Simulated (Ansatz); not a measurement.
Consider the cleavage of the Si–In bond: `[F][InH][SiH3]` + `O[SiH](O)[SiH3]` → `O[SiH]([SiH3])O[SiH3]` + `[F][InH2]`.

Calculated with Ansatz (gas phase, PBE0-D4/def2-TZVP geometries, no zero-point term in ΔE). CCSD(T)/CBS is the MP2 limit (def2-TZVPP, def2-QZVPP) plus CCSD(T) − MP2 in def2-TZVPP, frozen cores. This one scheme is used for every species. DFT in def2-TZVPP. HSE06 is defined as in plane-wave codes. def2 core potentials past Kr. For In outer-core shells are correlated without core-valence functions, which leaves a few kJ/mol of doubt a bond. One conformer a species, not always the lowest.

| level | ΔE (kJ/mol) | difference from CCSD(T)/CBS |
| --- | --- | --- |
| PBE-D4 | -45.2 | 20.1 |
| revPBE-D4 | -49.3 | 16.0 |
| B97M-V | -72.7 | -7.4 |
| BHLYP-D4 | -78.2 | -12.9 |
| B2PLYP | -66.3 | -1.0 |
| revPBE | -38.1 | 27.2 |
| r2SCAN0 | -63.7 | 1.6 |
| HSE06 | -49.1 | 16.2 |
| BHLYP | -73.4 | -8.1 |
| HF/def2-SVP | -75.3 | -10.0 |
| CCSD/def2-SVP | -60.6 | 4.7 |
| MP2/def2-TZVPP | -69.0 | -3.7 |
| SCS-MP2/def2-TZVPP | -74.2 | -8.9 |
| HF/def2-QZVPP | -91.3 | -26.0 |
| HF/CBS(def2) | -91.7 | -26.4 |
| MP2/CBS(def2) | -67.1 | -1.8 |
| CCSD(T)/CBS | -65.3 | 0 |

Largest T1 diagnostic among the species: 0.016.

From PBE to PBE0 (25 % exact exchange), in def2-TZVPP and without D4, ΔE moves by −8.7 kJ/mol. Leaving LDA and LC-ωPBE aside and taking each functional with its dispersion term where it has one, the values spread over 33.0 kJ/mol, from BHLYP-D4 to PBE-D4. LDA lies −7.0 kJ/mol from PBE without D4. At CCSD(T), def2-SVP lies +6.1 kJ/mol from the extrapolated value and def2-TZVPP −1.9 kJ/mol.
